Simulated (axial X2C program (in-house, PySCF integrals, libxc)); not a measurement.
**Ionising the radicals of a process plasma**

Calculated with an axial X2C code built on PySCF integrals, spin-free (one-electron X2C) or two-component (2c: spin–orbit coupling with atomic mean-field Coulomb and Gaunt terms, which also bring small scalar terms), in Dyall basis sets with cores contracted in-house; open shells are unrestricted.

Level PBE0, spin-free. Basis sets: Al dyall-v3z, B dyall-v3z, C dyall-v3z, Co dyall-cv3z, H dyall-v3z, Hf dyall-cv3z, Mg dyall-cv3z, O dyall-av3z, P dyall-v3z, Ru dyall-cv3z, S dyall-av3z, Si dyall-v3z, Sn dyall-cv3z, W dyall-cv3z.

| species | state | ion state | adiabatic IE with zero-point terms (eV) | D0 (eV) | D0 of the ion (eV) |
| --- | --- | --- | --- | --- | --- |
| MgB | M_S = 1/2, Λ = 1 | M_S = 0, Λ = 0 | 6.66 | n/a | 1.49 |
| HfH | M_S = 1/2, Λ = 2 | M_S = 1, Λ = 2 | 6.67 | n/a | n/a |
| CoSi | M_S = 1/2, Λ = 3 | M_S = 1, Λ = 2 | 6.83 | n/a | n/a |
| SnH | M_S = 1/2, Λ = 1 | M_S = 0, Λ = 0 | 7.19 | 2.46 | 2.59 |
| RuC | M_S = 0, Λ = 0 | M_S = 1/2, Λ = 2 | 7.58 | n/a | n/a |
| WH | M_S = 5/2, Λ = 0 | M_S = 2, Λ = 1 | 8.35 | n/a | n/a |
| PO | M_S = 1/2, Λ = 1 | M_S = 0, Λ = 0 | 8.56 | 5.73 | 7.69 |
| AlS | M_S = 1/2, Λ = 0 | M_S = 1, Λ = 1 | 9.13 | 4.10 | 1.06 |
| B₂ | M_S = 2, Λ = 0 | M_S = 3/2, Λ = 1 | 9.94 | n/a | n/a |

(1) Which of these can a metastable argon atom (³P2, 11.55 eV, NIST) ionise on energy grounds?

(2) Which of these can a metastable xenon atom (³P2, 8.32 eV, NIST) ionise on energy grounds?

(3) Give the threshold for dissociative ionisation to the lowest fragments, IE + D0(ion).

Each entry is the lowest single determinant of a limited PBE0 search at one distance. De goes to single-determinant-based atoms at the same level (for ions the charge split of lowest energy) and is withheld (n/a) where an atom does not fit its ground term or J level. Main or longest-lived isotopes. One determinant is a doubtful description, or other states lie close, for MgB, HfH, HfH⁺, CoSi, CoSi⁺, RuC, RuC⁺, WH⁺, AlS⁺, B₂, B₂⁺; these need not be ground states, and all values refer to the states named. The functionals have no current term, which raises determinants with orbital currents. Where the atoms have a lower orbital projection than the molecule, De at mean-field level may be about a tenth of an eV too small. These values were not checked against measured ones; errors of some tenths of an eV are usual, and D0 of doubtful transition-metal species is not given. Spin-free thresholds lack the spin–orbit lowering of heavy atomic ions, up to half an eV for Sn⁺ or Sb⁺.

Results:

(1) At PBE0, spin-free, IE lies below 11.55 eV for MgB, HfH, CoSi, SnH, RuC, WH, PO, AlS, B₂.

(2) At PBE0, spin-free, IE lies below 8.32 eV for MgB, HfH, CoSi, SnH, RuC. Within the error of the method (some tenths of an eV) the answer is open for WH, PO.

(3) At PBE0, spin-free: MgB → Mg+ + B: 8.15 eV; SnH → Sn+ + H: 9.78 eV; PO → P+ + O: 16.25 eV; AlS → S + Al+: 10.19 eV.
